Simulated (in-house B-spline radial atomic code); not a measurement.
Radial electron density of Re⁵⁺, [Xe] 4f14 5d2. Method: scalar-relativistic (X2C) Hartree-Fock, spin-polarised, averaged over the determinants with the given up and down occupations, Fermi nucleus of rms radius 5.3698 fm. Calculated with a radial B-spline atomic code at the basis-set limit.

One-electron X2C: radii and densities carry no picture-change correction, so inner-shell <1/r> comes out high (for 1s by about 2 % at Z = 33, 5 % at 54, 10 % at 75, 30 % at 118) and <r> low.

Columns: r (bohr), 4πr²n(r) (electrons per bohr), bar.

```
0.000329    2.906 #
0.000407    3.917 #
0.000502     5.24 ##
 0.00062    6.996 ##
0.000765    9.289 ###
0.000945    12.29 ####
 0.00117    16.22 #####
 0.00144    21.09 #######
 0.00178    27.33 #########
  0.0022    35.01 ###########
 0.00271    44.08 ##############
 0.00335    54.77 #################
 0.00413    66.47 #####################
  0.0051    78.73 #########################
  0.0063    90.37 #############################
 0.00778    99.82 ################################
  0.0096    105.4 ##################################
  0.0119      106 ##################################
  0.0146    101.8 ################################
  0.0181    94.92 ##############################
  0.0223    90.44 #############################
  0.0276    93.65 ##############################
   0.034    106.7 ##################################
   0.042    125.4 ########################################
  0.0519    137.9 ############################################
   0.064    134.1 ###########################################
   0.079    117.3 #####################################
  0.0976    105.9 ##################################
   0.121    113.9 ####################################
   0.149    126.6 ########################################
   0.184    116.6 #####################################
   0.227       85 ###########################
    0.28    65.67 #####################
   0.346    72.71 #######################
   0.427    78.67 #########################
   0.527    63.02 ####################
   0.651    38.95 ############
   0.803    23.84 ########
   0.992    16.96 #####
    1.22     11.7 ####
    1.51    6.245 ##
    1.87    2.435 #
    2.31   0.7016 
    2.85   0.1463 
    3.51   0.0203 
    4.34 0.001479 
    5.36 4.826e-05
```

On this grid the curve has 4 maxima, near 0.0119, 0.0519, 0.149, 0.427 bohr.

The 5p down radial function P(r) = rR(r), positive near the nucleus:

```tsv
r (bohr)	P
0.00062	0.001285
0.000945	0.002368
0.00144	0.00444
0.0022	0.008476
0.00335	0.0162
0.0051	0.03083
0.00778	0.05768
0.0119	0.1038
0.0181	0.1713
0.0276	0.2459
0.042	0.2675
0.064	0.1314
0.0976	-0.1871
0.149	-0.3779
0.227	0.01246
0.346	0.5544
0.527	0.1369
0.803	-0.8487
1.22	-1.021
1.87	-0.4389
2.85	-0.06482
4.34	-0.002126
```
